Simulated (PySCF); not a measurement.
C$_{2}$H$_{8}$GeTe (SMILES CC[Te][GeH3]), singlet, at a GFN2-xTB geometry (core potentials on Te); DF-PBE0/def2-TZVPD (PySCF).

PySCF was given this input:
```python
from pyscf import gto, scf, dft

mol = gto.Mole()
mol.atom = '''
    Te    0.447874    0.221855    0.858271
    C     1.769133   -0.787231   -0.546415
    C     1.937536   -0.031071   -1.844384
    H     1.364909   -1.779132   -0.732670
    H     2.722853   -0.898294   -0.039385
    H     2.339976    0.964218   -1.666614
    H     0.979803    0.070488   -2.356405
    H     2.621631   -0.564581   -2.504378
    Ge   -1.546807   -0.117998   -0.626794
    H    -1.433810   -1.384155   -1.427870
    H    -2.826426   -0.221025    0.145319
    H    -1.800586    0.961748   -1.645883
'''
mol.basis = 'def2-tzvpd'
mol.ecp = {'Te': 'def2-tzvpd'}
mol.charge = 0
mol.spin = 0
mol.verbose = 4
mol.max_memory = 1800
mol.build()

mf = dft.RKS(mol)
mf.xc = 'pbe0'
mf = mf.density_fit(auxbasis='def2-universal-jkfit')
mf.kernel()
```

It wrote (shortened):

```
PySCF version 2.14.0

[INPUT] verbose = 4
[INPUT] num. atoms = 12
[INPUT] num. electrons = 76
[INPUT] charge = 0
[INPUT] spin (= nelec alpha-beta = 2S) = 0
[INPUT] symmetry False subgroup None
[INPUT] Mole.unit = angstrom
[INPUT] Symbol           X                Y                Z      unit          X                Y                Z       unit  Magmom
[INPUT]  1 Te     0.447874000000   0.221855000000   0.858271000000 AA    0.846359198313   0.419245189365   1.621897130657 Bohr   0.0
[INPUT]  2 C      1.769133000000  -0.787231000000  -0.546415000000 AA    3.343176847930  -1.487650986767  -1.032574700354 Bohr   0.0
[INPUT]  3 C      1.937536000000  -0.031071000000  -1.844384000000 AA    3.661412396485  -0.058715680416  -3.485380628530 Bohr   0.0
[INPUT]  4 H      1.364909000000  -1.779132000000  -0.732670000000 AA    2.579304194954  -3.362072219450  -1.384545639685 Bohr   0.0
[INPUT]  5 H      2.722853000000  -0.898294000000  -0.039385000000 AA    5.145446447450  -1.697529639340  -0.074426863416 Bohr   0.0
[INPUT]  6 H      2.339976000000   0.964218000000  -1.666614000000 AA    4.421913778055   1.822107944376  -3.149444015366 Bohr   0.0
[INPUT]  7 H      0.979803000000   0.070488000000  -2.356405000000 AA    1.851559326027   0.133203015068  -4.452960088556 Bohr   0.0
[INPUT]  8 H      2.621631000000  -0.564581000000  -2.504378000000 AA    4.954164589670  -1.066903465133  -4.732588532386 Bohr   0.0
[INPUT]  9 Ge    -1.546807000000  -0.117998000000  -0.626794000000 AA   -2.923041597560  -0.222983903246  -1.184468996521 Bohr   0.0
[INPUT] 10 H     -1.433810000000  -1.384155000000  -1.427870000000 AA   -2.709508214663  -2.615673863947  -2.698283241483 Bohr   0.0
[INPUT] 11 H     -2.826426000000  -0.221025000000   0.145319000000 AA   -5.341171051350  -0.417676716682   0.274613110696 Bohr   0.0
[INPUT] 12 H     -1.800586000000   0.961748000000  -1.645883000000 AA   -3.402614403726   1.817440320848  -3.110268103078 Bohr   0.0

nuclear repulsion = 410.816844938311
number of shells = 103
number of NR pGTOs = 399
number of NR cGTOs = 259
basis = def2-tzvpd
ecp = {'Te': 'def2-tzvpd'}

******** <class 'pyscf.df.df_jk.DFRKS'> ********
method = DFRKS
initial guess = minao
damping factor = 0
level_shift factor = 0
DIIS = <class 'pyscf.scf.diis.CDIIS'>
diis_start_cycle = 1
diis_space = 8
diis_damp = 0
SCF conv_tol = 1e-09
SCF conv_tol_grad = None
SCF max_cycles = 50
direct_scf = False
XC library pyscf.dft.libxc version 7.1.2
    S. Lehtola, C. Steigemann, M. J. T. Oliveira, and M. A. L. Marques,  SoftwareX 7, 1–5 (2018)
XC functionals = pbe0
    C. Adamo and V. Barone,  J. Chem. Phys. 110, 6158 (1999)
    M. Ernzerhof and G. E. Scuseria,  J. Chem. Phys. 110, 5029 (1999)
radial grids:
    Treutler-Ahlrichs [JCP 102, 346 (1995); DOI:10.1063/1.469408] (M4) radial grids

becke partition: Becke, JCP 88, 2547 (1988); DOI:10.1063/1.454033
pruning grids: <function nwchem_prune>
grids dens level: 3
symmetrized grids: False
atomic radii adjust function: <function treutler_atomic_radii_adjust>
small_rho_cutoff = 0
Set gradient conv threshold to 3.16228e-05
Initial guess from minao.
tot grids = 149304
******** <class 'pyscf.df.df.DF'> ********
auxbasis = def2-universal-jkfit
init E= -2383.3334146033
  HOMO = -0.591297437406643  LUMO = -0.534114108890418  gap/eV = 1.55604
cycle= 1 E= -2423.30595827569  delta_E=  -40  |g|= 3.51  |ddm|= 30.6
  HOMO = -0.0208701057892906  LUMO = -0.00195747169127641  gap/eV = 0.51464
cycle= 2 E= -2418.21108727401  delta_E= 5.09  |g|= 4.93  |ddm|= 82.4
  HOMO = -0.311254982572902  LUMO = -0.146135178619815  gap/eV = 4.49314
cycle= 3 E= -2425.47193798754  delta_E= -7.26  |g|= 0.795  |ddm|= 81.9
  HOMO = -0.148416196013577  LUMO = -0.0260111122694017  gap/eV = 3.33081
cycle= 4 E= -2425.63078138808  delta_E= -0.159  |g|= 0.57  |ddm|= 2.24
  HOMO = -0.20508850878348  LUMO = -0.0233892867920413  gap/eV = 4.94429
cycle= 5 E= -2425.73252309537  delta_E= -0.102  |g|= 0.158  |ddm|= 0.93
  HOMO = -0.225194752481186  LUMO = -0.0357798054619009  gap/eV = 5.15424
cycle= 6 E= -2425.73790994046  delta_E= -0.00539  |g|= 0.0454  |ddm|= 0.219
  HOMO = -0.226292101669677  LUMO = -0.0348018899728258  gap/eV = 5.21071
cycle= 7 E= -2425.73823150278  delta_E= -0.000322  |g|= 0.0187  |ddm|= 0.0653
  HOMO = -0.225718031861598  LUMO = -0.0346258704441049  gap/eV = 5.19988
cycle= 8 E= -2425.73829944766  delta_E= -6.79e-05  |g|= 0.00528  |ddm|= 0.0213
  HOMO = -0.225591787177925  LUMO = -0.034450668411928  gap/eV = 5.20121
cycle= 9 E= -2425.73830457514  delta_E= -5.13e-06  |g|= 0.00123  |ddm|= 0.00565
  HOMO = -0.225502901184208  LUMO = -0.0343899380271335  gap/eV = 5.20045
cycle= 10 E= -2425.73830485009  delta_E= -2.75e-07  |g|= 0.000342  |ddm|= 0.00186
  HOMO = -0.225505423499986  LUMO = -0.034395313090015  gap/eV = 5.20037
cycle= 11 E= -2425.73830487405  delta_E= -2.4e-08  |g|= 6e-05  |ddm|= 0.000576
  HOMO = -0.225503125601586  LUMO = -0.0343946690347569  gap/eV = 5.20033
cycle= 12 E= -2425.73830487472  delta_E= -6.7e-10  |g|= 2.51e-05  |ddm|= 0.000118
  HOMO = -0.225504926753884  LUMO = -0.0343942210584584  gap/eV = 5.20039
Extra cycle  E= -2425.73830487468  delta_E= 4.09e-11  |g|= 2.79e-05  |ddm|= 6.17e-05
converged SCF energy = -2425.73830487468
```
